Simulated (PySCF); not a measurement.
C2H6BNO, SMILES NB1CCO1.

Geometry optimised at PBE0-D3(BJ)/def2-SVP. The structure was generated by enumeration, and PubChem lists no compound with its InChIKey, so it may never have been made. The values are those of a single conformer.

The numbers are results of PBE/def2-TZVP (PySCF), not measurements.

Symmetry labels are those of the subgroup Cs that the program uses (full group Cs).

Question: List the valence orbital energies around the gap with their symmetry. (The exact figures need the calculation; the answer reports its results.)

Answer: 
| orbital | symmetry | energy (eV) |
|---|---|---|
| HOMO−7 | A' | -11.57 |
| HOMO−6 | A" | -11.52 |
| HOMO−5 | A' | -10.23 |
| HOMO−4 | A" | -8.77 |
| HOMO−3 | A" | -7.59 |
| HOMO−2 | A' | -7.44 |
| HOMO−1 | A' | -6.87 |
| HOMO | A" | -6.06 |
| LUMO | A' | 0.22 |
| LUMO+1 | A" | 0.68 |
| LUMO+2 | A' | 0.81 |
| LUMO+3 | A' | 1.43 |
